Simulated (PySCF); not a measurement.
A species of formula C4H9NOSi2 has this rotational fingerprint, computed with CAM-B3LYP/def2-SVPD in PySCF (dipole) on a GFN2-xTB geometry, gas phase:

- Rotational constants: A = 2433, B = 714.1, C = 627.9 MHz
- Dipole components: |μa| = 3.15 D, |μb| = 3.17 D, |μc| = 0.52 D
- Inertial defect: -110.44 u·Å²
- κ: -0.90

Question: Which candidate fits, each taken in the one conformer that was computed?
A. `[SiH3:1][NH:2][c:3]1[cH:4][o:5][c:6]([SiH3:7])[cH:8]1` with Si1–N2–C3–C4 180°
B. `[CH3:1][O:2][SiH2:3][C@@H:4]1[CH2:5][Si@H:6]1[C:7]#[N:8]` with C1–O2–Si3–C4 -177°, O2–Si3–C4–C5 54°
C. `[H]/[N:1]=[CH:2]\[C:3]([CH:4]=[O:5])=[CH:6]/[SiH2:7][SiH3:8]` with N1–C2–C3–C4 1°, C2–C3–C4–O5 -3°, C3–C6–Si7–Si8 63°

Answer: C. It is [H]/N=C\C(C=O)=C/[SiH2][SiH3], a near-prolate asymmetric top, point group C1. The candidates at the same level (rigid rotor, commonest isotopes):

```csv
SMILES,A (MHz),B (MHz),C (MHz),μa (D),μb (D),μc (D),Δ (u·Å²),point group,rotor
[H]/N=C\C(C=O)=C/[SiH2][SiH3],2433,714.1,627.9,3.15,3.17,0.52,-110.44,C1,near-prolate asymmetric top
[SiH3]Nc1coc([SiH3])c1,3521,673.8,572.9,1.56,0.13,0.03,-11.53,–,near-prolate asymmetric top
CO[SiH2][C@@H]1C[Si@H]1C#N,3484,659.6,623.3,4.63,0.40,0.78,-100.32,C1,near-prolate asymmetric top
```

`[SiH3]Nc1coc([SiH3])c1` has A 45 % too high; `CO[SiH2][C@@H]1C[Si@H]1C#N` has A 43 % too high. No structure here is proved a minimum.
